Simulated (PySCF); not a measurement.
Ge(Cl)3(NEt2) (C4H10Cl3GeN), SMILES [Cl][Ge]([Cl])([N](CC)CC)[Cl]. Geometry optimised at r2SCAN-D4/def2-SVP. One conformer was computed; it need not be the lowest.

Computed equilibrium geometry at r2SCAN-D4/def2-SVP (PySCF confirms it by a frequency run) as a Z-matrix (one conformer of several):
```
N
C 1 1.4624
H 2 1.1033 1 107.83
H 2 1.1071 3 105.58 1 -114.84
C 1 1.4655 2 118.28 3 -169.29
H 5 1.1043 1 108.88 2 139.23
H 5 1.1046 6 106.07 1 114.06
C 2 1.5261 3 109.80 4 -118.47
H 8 1.1012 2 111.65 3 174.42
H 8 1.1016 9 108.13 2 -122.31
H 8 1.1018 9 107.49 10 -116.67
C 5 1.5264 6 109.19 7 118.92
H 12 1.1001 5 111.92 6 -179.95
H 12 1.1020 13 108.39 5 -122.01
H 12 1.1022 13 107.76 14 -115.85
Ge 1 1.7974 2 118.93 3 29.81
Cl 16 2.1441 1 108.80 2 -167.09
Cl 16 2.1465 1 109.88 2 -46.61
Cl 16 2.1643 1 115.35 2 72.73
```
Charge 0, spin multiplicity 1.
